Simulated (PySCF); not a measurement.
## A ladder of Hamiltonians for Rh(27+) (rhodium, charge +27)

Occupied: 1s1/2, 2s1/2, 2p1/2, 2p3/2, 3s1/2, 3p1/2, 3p3/2. Hartree-Fock calculated with PySCF 2.14 in an uncontracted even-tempered set (18 s from 1.7 bohr⁻², ratio 2.7; 13 p from 2.1 bohr⁻², ratio 2.7), Gaussian nucleus throughout. NR is non-relativistic, sf-X2C the spin-free one-electron X2C Hamiltonian, X2C adds the bare one-electron spin-orbit term, X2C-SNSO screens it by Boettger's factors, DC is four-component Dirac-Coulomb, and the Gaunt and Breit terms are added at first order (total energies over the DC spinors, levels after relaxing the spinors in that mean field). QED terms are absent. Levels marked empty are virtual spinors of this ion; the basis has s and p functions only, so 3d, which can lie below the n = 4 levels, is absent.

```json
{"Hamiltonian": "NR", "E (hartree)": "-4196.8009", "E − E(DC) (hartree)": "96.8628", "CPU seconds": "0.44"}
{"Hamiltonian": "sf-X2C", "E (hartree)": "-4291.8694", "E − E(DC) (hartree)": "1.7943", "CPU seconds": "0.26"}
{"Hamiltonian": "X2C", "E (hartree)": "-4292.6922", "E − E(DC) (hartree)": "0.9716", "CPU seconds": "0.32"}
{"Hamiltonian": "X2C-SNSO", "E (hartree)": "-4292.6188", "E − E(DC) (hartree)": "1.0449", "CPU seconds": "0.33"}
{"Hamiltonian": "DC", "E (hartree)": "-4293.6637", "E − E(DC) (hartree)": "0.0000", "CPU seconds": "15"}
{"Hamiltonian": "DC+Gaunt", "E (hartree)": "-4290.4312", "E − E(DC) (hartree)": "3.2326", "CPU seconds": "26"}
{"Hamiltonian": "DC+Breit", "E (hartree)": "-4290.7421", "E − E(DC) (hartree)": "2.9216", "CPU seconds": "75"}
```

```csv
level (eV),NR,sf-X2C,X2C,X2C-SNSO,DC,DC+Gaunt,DC+Breit
1s1/2,-23955.2,-24606.0,-24604.5,-24604.7,-24622.7,-24573.7,-24577.1
2s1/2,-4538.3,-4703.3,-4702.9,-4702.9,-4704.9,-4700.4,-4700.6
2p1/2,-4296.9,-4342.7,-4449.2,-4444.2,-4444.8,-4437.1,-4437.9
2p3/2,-4296.9,-4342.7,-4293.4,-4295.6,-4297.2,-4291.7,-4292.5
3s1/2,-1637.4,-1681.5,-1681.4,-1681.4,-1681.8,-1680.9,-1681.0
3p1/2,-1540.3,-1555.9,-1579.9,-1578.8,-1578.9,-1577.2,-1577.4
3p3/2,-1540.3,-1555.9,-1544.8,-1545.3,-1545.6,-1544.4,-1544.6
4s1/2 (empty),-778.08,-793.83,-793.81,-793.81,-793.94,-793.60,-793.64
4p1/2 (empty),-745.09,-751.39,-759.31,-758.93,-758.97,-758.40,-758.48
4p3/2 (empty),-745.09,-751.39,-747.72,-747.88,-747.97,-747.57,-747.66
```

```tsv
interval (eV)	X2C	X2C-SNSO	DC	DC+Gaunt	DC+Breit
2p3/2 − 2p1/2	155.8	148.6	147.6	145.4	145.4
3p3/2 − 3p1/2	35.13	33.52	33.31	32.81	32.81
4p3/2 − 4p1/2	11.59	11.05	11.00	10.83	10.83
```

Weight of the small component: 1s1/2 0.0271, 2s1/2 0.00576, 2p1/2 0.00572, 2p3/2 0.00552, 3s1/2 0.00197, 3p1/2 0.00190, 3p3/2 0.00186, 4s1/2 0.000851, 4p1/2 0.000828, 4p3/2 0.000808.

Koopmans' value for the highest occupied level at DC+Breit: 1544.6 eV, against an ionisation energy of 1544 ± 5 eV (semi-empirical (NIST evaluation); NIST Atomic Spectra Database, ionization energies); the former lacks relaxation, correlation, QED and recoil.

The whole ladder took 120 s of wall time on 1 thread of Neoverse-N1 (shared host), launched as `OMP_NUM_THREADS=1 python relrun2.py TASK.json OUT` (a driver that calls PySCF for each Hamiltonian).
